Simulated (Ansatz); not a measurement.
Born–Oppenheimer molecular dynamics of FH$_{4}$Sn (6 atoms, charge 0, multiplicity 2). It starts at the highest image of a converged band. Of that band: The profile has 2 maxima (images 2, 4) with wells between them (image 3): this band takes more than one step, which may be the mechanism or a detour left from its start path. A vibrational analysis at the climbing image gives one clearly imaginary mode, 1003i cm⁻¹: a first-order saddle point.

The calculation used UKS PBE/def2-SVP (Ansatz 0.2.0).

```
ensemble                      : NVE (velocity Verlet)
time step                     : 0.5 fs
steps asked                   : 200
starting velocities drawn for : 100 K
seed                          : 7693
```

First frame:

```xyz
6
Properties=species:S:1:pos:R:3
Sn -0.184 0.102 -0.055
H 0.751 -0.421 3.153
H 1.379 0.185 -0.788
H -1.166 1.471 -0.453
H -0.980 -1.394 -0.394
F 0.201 0.057 1.998
```

(1) How far do the bonds stretch over the last three quarters of this one trajectory? (Pairs bonded in most of those frames.)

## Answers

(1) 
| bond | mean (Å) | spread (Å) | shortest | longest |
| --- | --- | --- | --- | --- |
| Sn1–H3 | 1.751 | 0.013 | 1.72 | 1.78 |
| Sn1–H4 | 1.751 | 0.036 | 1.69 | 1.81 |
| Sn1–H5 | 1.746 | 0.018 | 1.72 | 1.78 |
| H2–F6 | 0.957 | 0.071 | 0.85 | 1.06 |

Mean temperature of the second half: 1977 K. The conserved energy stayed within 1.1 meV per atom of its start (net change 0.013 meV per atom), so the integration is sound. The kinetic energy rose, since the run started high on the potential surface and went downhill. It ends in pieces (FH + H3Sn), so much of that is their flight and rotation, not heat. A run of 0.1 ps of so small a system gives no equilibrium averages.

Run time: 6 min on 1 thread of Arm Neoverse V1, with other jobs on the host, peak memory 0.11 GiB.
